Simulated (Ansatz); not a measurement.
Abridged output of a molecular run in Ansatz:

```
Functional definition: HF
  name "HF"
  cite "Fock, Z. Phys. 61, 126 (1930) doi:10.1007/BF01340294"
  parent pbe
  exchange = exact_x
  correlation = 0
1540 factors; integrals over basis functions are off by at most 8.2e-4 eV
mean field evaluation 1: about -151218.6710 eV, gradient 4.4e1 eV
mean field evaluation 2: about -151218.8654 eV, gradient 4.5e1 eV
mean field evaluation 4: about -151222.2927 eV, gradient 1.9e0 eV
mean field evaluation 8: about -151222.3334 eV, gradient 2.4e-1 eV
mean field -151222.33361248 eV, -5557.3182580795 hartree, gradient 6.0e-6 eV, S^2 0.000000; 0 other end points of the search recorded, 0 dependent functions left out
24 core orbitals not correlated: weight in the atoms' cores, before any rotation towards them, 1.000 or more for the frozen orbitals, at most 0.000 for the correlated occupied ones
reference -151222.33361248 eV, -5557.3182580795 hartree; 31, 31 occupied and 153, 153 virtual orbitals, 1540 factors
second order -36.82405278 eV of doubles, -0.00000000 eV of singles
cycle   1  -35.79710067 eV  change     1.0e0 eV  update   1.4e-1
cycle   2  -36.56810266 eV  change   -7.7e-1 eV  update   4.3e-2
cycle   3  -36.74274504 eV  change   -1.7e-1 eV  update   2.2e-2
cycle   4  -36.72025503 eV  change    2.2e-2 eV  update   5.8e-3
cycle   5  -36.71118442 eV  change    9.1e-3 eV  update   2.1e-3
cycle   6  -36.71276080 eV  change   -1.6e-3 eV  update   6.7e-4
cycle   7  -36.71275452 eV  change    6.3e-6 eV  update   1.9e-4
cycle   8  -36.71258920 eV  change    1.7e-4 eV  update   6.2e-5
cycle   9  -36.71259130 eV  change   -2.1e-6 eV  update   2.1e-5
perturbative correction -1.19312253 eV, -0.0438464443 hartree
Total energy: -151260.23932632 eV, -5558.7112673695 hartree
```

Its atoms:

```xyz
5

F    -0.1228    1.5688    1.1083
Sn   -0.0328    0.0096    0.0420
F    -1.3452   -1.1382    0.7741
Br   -0.6469    0.5676   -2.2321
Br    2.1476   -1.0079    0.3078
```

Which basis set was used?
A. cc-pV(D+d)Z
B. def2-TZVPP
C. cc-pV(Q+d)Z
D. def2-QZVPP

B. It gives 208 functions.

Write the keys of the input that set method, charge and spin (a neutral closed shell needs none for the last two).


```yaml
correlation: {method: ccsd_t}
```
